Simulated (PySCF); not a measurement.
Vertical excitations of a molecule C2H7BN2O from TDA-LC-ωPBE/def2-SVPD in PySCF 2.14.0, as energy in eV (oscillator strength): 4.68 (0.002), 7.24 (0.013), 7.56 (0.015), 7.71 (0.077), 8.36 (0.075), 8.40 (0.463), 8.69 (0.067), 8.83 (0.104), 8.86 (0.053), 9.06 (0.051). Lowest triplet (TDA): 3.95 eV. Geometry: PBE0-D3(BJ)/def2-SVP. Other conformers were not sampled.

Q: Which molecule gave these data?
A. C/N=C/B(N)O
B. OB1NCCN1
C. C=COB(N)N
D. C/C=N/B(N)O

A: D, C/C=N/B(N)O
